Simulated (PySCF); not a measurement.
Orbital picture of TlSb⁺

PBE0 at R = 3.316 Å; basis Tl def2-SVP with ECP60, Sb def2-SVP with ECP28; scalar-relativistic core potentials; PySCF 2.14. State: ⁴Σ⁻ (quartet), unpaired electrons σ ↑, π ↑↑. Only the outer orbitals are listed, counted within each symmetry, core potentials removing the inner ones.

```csv
spin,orbital,occ.,ε (eV),on Tl (%),main shells (%)
α,7σ,1,-20.21,4,95 Sb s
α,8σ,1,-16.47,92,92 Tl s
α,9σ,1,-11.46,23,"76 Sb p, 17 Tl p"
α,5π,1,-11.15,3,97 Sb p
α,5π,1,-11.15,3,97 Sb p
α,6π,0,-6.79,97,97 Tl p
α,6π,0,-6.79,97,97 Tl p
α,10σ,0,-5.79,82,"82 Tl p, 16 Sb p"
β,7σ,1,-17.69,18,"81 Sb s, 16 Tl s"
β,8σ,1,-15.94,82,"82 Tl s, 17 Sb s"
β,9σ,0,-8.25,40,"59 Sb p, 37 Tl p"
β,5π,0,-7.50,34,"66 Sb p, 33 Tl p"
β,5π,0,-7.50,34,"66 Sb p, 33 Tl p"
```

Task: Which are the highest filled and the lowest empty level, where do they sit, and how wide is the gap?

Result: Highest filled α 5π at -11.15 eV (in %: 97 Sb p); lowest empty β 9σ at -8.25 eV (in %: 59 Sb p, 37 Tl p); the gap at PBE0 is 2.90 eV.

- bond order (Mayer): 0.49
- ⟨S²⟩: 3.752
- charge on Tl (Mulliken, basis-dependent): 0.75
- charge on Tl (Löwdin, basis-dependent): 0.66
- dipole moment (positive dipole points towards Sb; it is taken about the centre of mass and depends on that origin): -1.59 D
- polarisability along the bond: 109.4 bohr³
- polarisability across the bond: 41.6 bohr³

Spin–orbit coupling is left out, which matters for elements this heavy, above all for dissociation energies. The state is the lowest determinant that a PBE0 search found; another state may lie lower at other levels.
